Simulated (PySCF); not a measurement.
Dipole moment and polarisability of dimethyl(thiophen-2-yl)phosphine oxide

Compound: dimethyl(thiophen-2-yl)phosphine oxide, C6H9OPS.
Structure used (PBE0-D3(BJ)/def2-SVP), in Å, numbered top down from 1:
```xyz
18
C6H9OPS angstrom
C     -1.764   -1.423   -0.512
P     -1.083   -0.038    0.442
C     -1.672    1.454   -0.408
O     -1.378   -0.084    1.909
C      0.696   -0.081    0.129
C      1.632   -0.141    1.134
C      2.966   -0.161    0.643
C      3.020   -0.116   -0.726
S      1.453   -0.048   -1.423
H     -2.861   -1.406   -0.435
H     -1.465   -1.376   -1.570
H     -1.391   -2.357   -0.069
H     -2.768    1.503   -0.329
H     -1.240    2.328    0.100
H     -1.374    1.463   -1.467
H      1.337   -0.169    2.185
H      3.853   -0.208    1.276
H      3.903   -0.119   -1.365
```

Level: wB97X-D/def2-SVPD (PySCF), static field, nuclei fixed, core orbitals frozen in the response. The polarisability tensor in these axes (au):

```
x   135.65  -1.36   0.23
y    -1.36  87.75  -0.88
z     0.23  -0.88 112.81
```

Question: What are the eigenvalues, a third of the trace, and Δα (Δα² = ½Σ(αi − αj)² over the three pairs)?

Answer: Principal values 87.68, 112.84 and 135.69 au; mean 112.07 au = 16.61 Å³ = 18.48 × 10⁻⁴⁰ C²·m²/J; Δα = 41.60 au (37 % of the mean).

Question: What is the dipole moment, and where does it point?

Answer: (1.33, 0.10, -3.69) D, 3.92 D in size, pointing from the negative to the positive side. Measured along this direction, the outermost atoms are O4 at the negative end and H18 at the positive end.

Question: Refractivity n − 1 of an ideal gas of it at 350 K and 1 atm, from the electronic α?

Answer: N = p/kT = 2.0968 × 10¹⁹ cm⁻³, so n − 1 = 2π × N × 16.61 × 10⁻²⁴ cm³ = 2188 × 10⁻⁶ at long wavelengths.

Question: Give the eigenvalues of the traceless quadrupole moment Θ = ½Σq(3rr − r²1), origin at the centre of nuclear charge.

Answer: -16.26, -0.40, 16.65 D·Å. The values depend on the origin, since the dipole doesn't vanish. The electronic extent ⟨r²⟩ about the same centre is 1634 bohr², a root-mean-square distance of 2.33 Å for the 84 electrons.

Question: Form Σ f/ω² (atomic units) for the 6 lowest TDDFT singlets, given as eV and f, and set it beside the mean polarisability, which is this sum over all singlets: 5.58, 0.1582; 5.75, 0.1064; 6.26, 0.0015; 6.43, 0.0012; 6.44, 0.0094; 6.48, 0.0002.

Answer: They add up to 6.37 au, 5.7 % of the 112.07 au; the largest single term is 3.77 au, from the state at 5.58 eV. Terms in order: 3.77, 2.38, 0.03, 0.02, 0.17, 0.00 au. Higher excitations give the rest. The strengths listed sum to 0.277.

Geometry: PBE0-D3(BJ)/def2-SVP, one conformer, isolated molecule.

The run behind these numbers computed excited states as well. The run took 79 s on Arm Neoverse V1, one thread, on a shared host, and the process peaked at 1.3 GiB of memory.
